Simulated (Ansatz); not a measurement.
Geometry optimisation, RKS PBE/def2-SVP (Ansatz).

input.yaml

```yaml
crystal:
  periodic: [false, false, false]
  atoms:
    - { symbol: Ti, position_ang: [-0.43587, 0.0, -0.508297] }
    - { symbol: Cl, position_ang: [0.090225, 0.0, 3.028815] }
    - { symbol: Cl, position_ang: [1.703774, 0.0, -0.106266] }
    - { symbol: Cl, position_ang: [-1.053792, 1.790531, -1.546088] }
    - { symbol: Cl, position_ang: [-1.053792, -1.790531, -1.546088] }
    - { symbol: H, position_ang: [-1.582218, 0.0, 0.741896] }
    - { symbol: H, position_ang: [-1.159526, 0.0, 2.550729] }
basis:
  gaussian: { orbitals: def2-SVP }
hamiltonian:
  xc: pbe
relax:
  f_tol: 0.03
  max_steps: 50
```

Command:

```bash
$ ansatz run input.yaml --threads 2 --pin off --max-ram 3072MiB --backend cpu --events-out ev --progress --plain --runs-dir out
```

**Question.** Where does it end, and by what steps?

**Answer.** The run converged. The force dipped under the threshold on the way, but the program's further checks kept it going. After 14 steps the energy has fallen by 0.147 eV; Cl2 moved furthest, 0.89 Å.

```json
{"step": "0", "energy less start (eV)": "0.0000", "largest force component (eV/Å)": "0.841", "accepted": "yes"}
{"step": "1", "energy less start (eV)": "-0.0271", "largest force component (eV/Å)": "0.945", "accepted": "yes"}
{"step": "2", "energy less start (eV)": "-0.0457", "largest force component (eV/Å)": "0.768", "accepted": "yes"}
{"step": "3", "energy less start (eV)": "-0.0857", "largest force component (eV/Å)": "0.699", "accepted": "yes"}
{"step": "4", "energy less start (eV)": "-0.1109", "largest force component (eV/Å)": "0.391", "accepted": "yes"}
{"step": "5", "energy less start (eV)": "-0.1227", "largest force component (eV/Å)": "0.491", "accepted": "yes"}
{"step": "6", "energy less start (eV)": "-0.1407", "largest force component (eV/Å)": "0.041", "accepted": "yes"}
{"step": "7", "energy less start (eV)": "-0.1423", "largest force component (eV/Å)": "0.143", "accepted": "yes"}
{"step": "8", "energy less start (eV)": "-0.1108", "largest force component (eV/Å)": "1.234", "accepted": "no"}
{"step": "9", "energy less start (eV)": "-0.1462", "largest force component (eV/Å)": "0.029", "accepted": "yes"}
{"step": "10", "energy less start (eV)": "-0.1441", "largest force component (eV/Å)": "0.375", "accepted": "no"}
{"step": "11", "energy less start (eV)": "-0.1469", "largest force component (eV/Å)": "0.052", "accepted": "yes"}
{"step": "12", "energy less start (eV)": "-0.1467", "largest force component (eV/Å)": "0.160", "accepted": "no"}
{"step": "13", "energy less start (eV)": "-0.1472", "largest force component (eV/Å)": "0.022", "accepted": "yes"}
{"step": "14", "energy less start (eV)": "-0.1474", "largest force component (eV/Å)": "0.014", "accepted": "yes"}
```

```xyz
7
Properties=species:S:1:pos:R:3
Ti -0.456 0.000 -0.727
Cl -0.532 0.000 3.659
Cl 1.659 0.000 -0.259
Cl -1.207 1.828 -1.609
Cl -1.207 -1.828 -1.609
H -1.154 0.000 0.813
H -0.593 0.000 2.346
```

Whether the end is a true minimum wasn't checked by a vibrational analysis.

Run time: 32 s on 2 threads of Intel(R) Xeon(R) Platinum 8375C CPU @ 2.90GHz (Ice Lake) (shared host), peak memory 0.18 GiB.
